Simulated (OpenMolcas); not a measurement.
Er3+ among 8 point charges of -0.75 e arranged as a hexagonal bipyramid (D6h), 2.6 Å from the ion, with the axial distance 2.626 Å.

| Property | Result |
| --- | --- |
| Program | OpenMolcas |
| Method | CASSCF |
| Basis | ANO-RCC-VTZP [8s7p5d3f2g1h] |
| Scalar Hamiltonian | DKH2, point nucleus |
| Active space | 11 electrons in 7 orbitals (4f) |
| State averaging | 2S+1 = 4 odd, 35 roots (30 in the spin-orbit step); 2S+1 = 2 odd, 62 roots kept (CI in the orbitals of an earlier block) |
| Spin-orbit coupling | state interaction with AMFI integrals over the reference wave functions |

Task: What is the spin-free ground state?

Result: A state of multiplicity 4, 2-fold in its orbital part, 100 % from free-ion I terms; it has the highest spin that f11 allows.

Task: Where is the first state of the same spin?

Result: A 2-fold state lies at 1.46 cm-1 above the ground state.

Task: What are the lowest two levels with spin-orbit coupling?

Result: A 2-fold level with g = 0.00, 0.00, 17.96, then a 2-fold level 3.4 cm-1 above it. Their leading multiplicities are 4 (98 %) and 4 (98 %).

Task: What is χT at 300 K, and how does it compare with the textbook value?

Result: Hund's rules give f11 the level 4I15/2 with g = 1.200, so an isolated free-ion multiplet has χT = g² J(J+1) / 8 = 11.475 cm3 K/mol. The computed 11.427 at 300 K differs by 0 %, through the field's splitting, the mixing of terms and any other multiplet in reach.

High states are left out of the spin-orbit mixing, which shifts the levels that they would mix with. Point charges carry no covalency, so the field is a model and not that of real ligands. An unlabelled pair can be two single states that coincide in this model. The first state left out of the spin-orbit step lies near 45000 cm-1 above the lowest spin-free state of the reference (among the parities and spins computed), and the lists stop at four fifths of that energy or lower. No measured value stands beside these numbers.
